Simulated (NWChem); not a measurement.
SiN$_{2}$H$_{5}$Br; SMILES [SiH](N)(N)Br

```xyz
9

Si     0.0180    -0.9373     0.3940
N     -1.4739    -1.4599    -0.2647
N      1.2600    -1.8781    -0.3130
Br     0.0434     1.2758    -0.0460
H      0.2411    -1.0140     1.8643
H     -2.2747    -0.8410    -0.2912
H     -1.7369    -2.4382    -0.2272
H      1.3174    -1.9633    -1.3224
H      2.1778    -1.9086     0.1166
```
Atoms are numbered in this order, from 1.

Program: NWChem. The geometry was optimised at PBE0/def2-SVP. Ions are spin-unrestricted doublets at the neutral geometry; other ion states weren't tried.

For level PBE/def2-SVP:

| Item | Value |
|---|---|
| vertical ionisation energy, ΔSCF (eV) | 9.01 |
| −ε(HOMO) (eV) | 5.98 |

### Question
What are these values for level PBE0/def2-SVP?

### Answer
| Quantity | Result |
|---|---|
| vertical ionisation energy, ΔSCF (eV) | 9.55 |
| −ε(HOMO) (eV) | 7.49 |
